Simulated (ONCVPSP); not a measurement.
# u(r) = r·R(r): atom against pseudo-atom (rhodium)

Columns: radius, all-electron u(r) and pseudo u(r) of the 4p shell (level -50.38 eV) of rhodium in the configuration [Ar] 3d10 4s2 4p6 4d8 5s1; PBEsol, scalar-relativistic, ONCV scheme, ONCVPSP 4.0.1.

```
r (bohr)  all-electron  pseudo
   0.072        0.3814  0.0131
   0.145        0.0147  0.0528
   0.217       -0.4386  0.1173
   0.290       -0.5877  0.2064
   0.362       -0.4560  0.3142
   0.435       -0.1688  0.4384
   0.507        0.1570  0.5686
   0.580        0.4636  0.6997
   0.652        0.7103  0.8193
   0.725        0.8944  0.9224
   0.798        1.0140  1.0007
   0.870        1.0773  1.0496
   0.942        1.0964  1.0696
   1.015        1.0819  1.0622
   1.088        1.0428  1.0310
   1.160        0.9881  0.9823
   1.232        0.9237  0.9215
   1.305        0.8532  0.8526
   1.378        0.7811  0.7809
   1.450        0.7109  0.7108
   1.522        0.6434  0.6433
   1.595        0.5786  0.5785
   1.668        0.5182  0.5181
   1.740        0.4632  0.4631
   1.812        0.4129  0.4128
   1.885        0.3665  0.3665
```

Q: How many radial nodes do the two functions have?

A: The all-electron 4p function has n − l − 1 = 2; the pseudo-wave has 0, since the states of the same l below it are removed with the core.

Q: At about which radius was the pseudo-wave matched?

A: 1.45 bohr, where the columns begin to agree (steps of 0.07 bohr).

Q: Is the pseudo-wave norm-conserving?

A: Yes: the ONCV scheme keeps the norm inside the radius equal to the all-electron one, which fixes the energy derivative of the logarithmic derivative at the level.
